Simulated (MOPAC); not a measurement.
Input for MOPAC: AM1 on CH6InN (SMILES [CH3][InH][NH2]), a point of a bond scan (R = 1.090 Å).

```
AM1 1SCF PRECISE CHARGE=0 THREADS=1
CH6InN

In    -0.19752538 1    -0.13187274 1    -0.17252637 1
H     -1.33035343 1    -1.07031689 1    -1.06853503 1
C      0.47968627 1     1.91006392 1    -0.40323080 1
H      0.95436265 1     2.03975876 1    -1.37575038 1
H      1.19643939 1     2.15403667 1     0.37930391 1
H     -0.36525754 1     2.59563687 1    -0.34110707 1
N      0.65166297 1    -1.12881397 1     1.37891550 1
H      1.33462167 1    -0.73106337 1     2.00385292 1
H      0.44917276 1    -2.08497332 1     1.62300437 1
```

Program output:

```
*******************************************************************************
 **                                                                           **
 **                              MOPAC v23.2.5                                **
 **                                                                           **
 *******************************************************************************
 ** MOPAC's Digital Object Identifier: https://doi.org/10.5281/zenodo.6511958 **
 **                                                                           **
 ** Please cite the open-source release paper for use of this MOPAC version:  **
 ** J. E. Moussa and J. J. P. Stewart (2026)                                  **
 ** MOPAC: An open-source semiempirical molecular orbital program             **
 ** J. Open Source Softw., 11(119), 8025, https://doi.org/10.21105/joss.08025 **
 *******************************************************************************

                              AM1 CALCULATION RESULTS

 *******************************************************************************
 *  AM1        - The AM1 Hamiltonian to be used
 *
 *
 *
 *                 CHARGE ON SYSTEM = 0
 *
 *
 *
 *  PRECISE    - TIGHTER CRITERIA TO BE USED
 *  1SCF       - DO 1 SCF AND THEN STOP
 *  THREADS=1  - MULTI-THREADING NOT USED
 *  T=         - A TIME OF 172800.0 SECONDS REQUESTED
 *  DUMP=N     - RESTART FILE WRITTEN EVERY 7200.0 SECONDS REQUESTED
 *******************************************************************************
AM1 1SCF PRECISE CHARGE=0 THREADS=1
 CH6InN

   ATOM   CHEMICAL          X               Y               Z
  NUMBER   SYMBOL      (ANGSTROMS)     (ANGSTROMS)     (ANGSTROMS)

     1      In         -0.19752538  *  -0.13187274  *  -0.17252637  *
     2       H         -1.33035343  *  -1.07031689  *  -1.06853503  *
     3       C          0.47968627  *   1.91006392  *  -0.40323080  *
     4       H          0.95436265  *   2.03975876  *  -1.37575038  *
     5       H          1.19643939  *   2.15403667  *   0.37930391  *
     6       H         -0.36525754  *   2.59563687  *  -0.34110707  *
     7       N          0.65166297  *  -1.12881397  *   1.37891550  *
     8       H          1.33462167  *  -0.73106337  *   2.00385292  *
     9       H          0.44917276  *  -2.08497332  *   1.62300437  *



          CARTESIAN COORDINATES

    NO.       ATOM           X           Y           Z

     1        In         -0.1975     -0.1319     -0.1725
     2         H         -1.3304     -1.0703     -1.0685
     3         C          0.4797      1.9101     -0.4032
     4         H          0.9544      2.0398     -1.3758
     5         H          1.1964      2.1540      0.3793
     6         H         -0.3653      2.5956     -0.3411
     7         N          0.6517     -1.1288      1.3789
     8         H          1.3346     -0.7311      2.0039
     9         H          0.4492     -2.0850      1.6230

  H: (AM1): M.J.S. DEWAR ET AL, J. AM. CHEM. SOC. 107 3902-3909 (1985)
  C: (AM1): M.J.S. DEWAR ET AL, J. AM. CHEM. SOC. 107 3902-3909 (1985)
  N: (AM1): M.J.S. DEWAR ET AL, J. AM. CHEM. SOC. 107 3902-3909 (1985)
 In: (AM1): J. J. P. STEWART, J. MOL. MOD., 10, 155-164 (2004)

           Empirical Formula: C H6 N In  =     9 atoms



      MOLECULAR POINT GROUP   :   Cs


      RHF CALCULATION, NO. OF DOUBLY OCCUPIED LEVELS = 9


 -------------------------------------------------------------------------------
 AM1 1SCF PRECISE CHARGE=0 THREADS=1
 CH6InN



     1SCF WAS SPECIFIED, SO BFGS WAS NOT USED
     SCF FIELD WAS ACHIEVED


                              AM1 CALCULATION
                                                       MOPAC v23.2.5 Linux




          FINAL HEAT OF FORMATION =         40.47665 KCAL/MOL =     169.35429 KJ/MOL


          COSMO AREA              =        111.10 SQUARE ANGSTROMS
          COSMO VOLUME            =         93.67 CUBIC ANGSTROMS

          IONIZATION POTENTIAL    =          9.635746 EV
          HOMO LUMO ENERGIES (EV) =         -9.636 -0.633
          NO. OF FILLED LEVELS    =          9
          MOLECULAR WEIGHT        =        146.8851         POINT GROUP:  Cs

          MOLECULAR DIMENSIONS (Angstroms)

            Atom       Atom       Distance
            H     9    H     6     5.14093
            H     2    H     8     3.87299
            H     6    H     4     1.73608


          SCF CALCULATIONS        =          1





   ATOM   CHEMICAL          X               Y               Z
  NUMBER   SYMBOL      (ANGSTROMS)     (ANGSTROMS)     (ANGSTROMS)

     1      In         -0.19752538  *  -0.13187274  *  -0.17252637  *
     2       H         -1.33035343  *  -1.07031689  *  -1.06853503  *
     3       C          0.47968627  *   1.91006392  *  -0.40323080  *
     4       H          0.95436265  *   2.03975876  *  -1.37575038  *
     5       H          1.19643939  *   2.15403667  *   0.37930391  *
     6       H         -0.36525754  *   2.59563687  *  -0.34110707  *
     7       N          0.65166297  *  -1.12881397  *   1.37891550  *
     8       H          1.33462167  *  -0.73106337  *   2.00385292  *
     9       H          0.44917276  *  -2.08497332  *   1.62300437  *

                             CARTESIAN COORDINATES

   1   In       -0.197525380    -0.131872740    -0.172526370
   2    H       -1.330353430    -1.070316890    -1.068535030
   3    C        0.479686270     1.910063920    -0.403230800
   4    H        0.954362650     2.039758760    -1.375750380
   5    H        1.196439390     2.154036670     0.379303910
   6    H       -0.365257540     2.595636870    -0.341107070
   7    N        0.651662970    -1.128813970     1.378915500
   8    H        1.334621670    -0.731063370     2.003852920
   9    H        0.449172760    -2.084973320     1.623004370


           Empirical Formula: C H6 N In  =     9 atoms



      MOLECULAR POINT GROUP   :   Cs


                  EIGENVALUES
 -31.34849 -28.73495 -15.93919 -15.52266 -13.48462 -13.36249 -11.85250 -10.12987
  -9.63575  -0.63330   0.29192   1.33459   2.03512   4.83381   4.89719   5.46928
   5.50019   6.58411


              NET ATOMIC CHARGES AND DIPOLE CONTRIBUTIONS

  ATOM NO.   TYPE          CHARGE      No. of ELECS.   s-Pop       p-Pop
    1         In           0.163378        2.8366     1.26778     1.56884
    2          H           0.064843        0.9352     0.93516
    3          C          -0.289975        4.2900     1.22127     3.06871
    4          H           0.084550        0.9155     0.91545
    5          H           0.081374        0.9186     0.91863
    6          H           0.084593        0.9154     0.91541
    7          N          -0.498563        5.4986     1.51060     3.98796
    8          H           0.153275        0.8467     0.84672
    9          H           0.156526        0.8435     0.84347
 DIPOLE           X         Y         Z       TOTAL
 POINT-CHG.    -0.771     0.225    -1.062     1.332
 HYBRID         1.078    -0.465     1.550     1.944
 SUM            0.307    -0.240     0.488     0.624


          ATOMIC ORBITAL ELECTRON POPULATIONS

     Atom    s        px        py        pz
    1 In   1.26778   0.47467   0.64102   0.45316
    2  H   0.93516
    3  C   1.22127   1.02526   1.01903   1.02441
    4  H   0.91545
    5  H   0.91863
    6  H   0.91541
    7  N   1.51060   1.44561   1.16887   1.37348
    8  H   0.84672
    9  H   0.84347

 **********************
 *                    *
 * JOB ENDED NORMALLY *
 *                    *
 **********************




 == MOPAC DONE ==
```

The run finished.

Cost: very roughly 0.020 core-seconds.
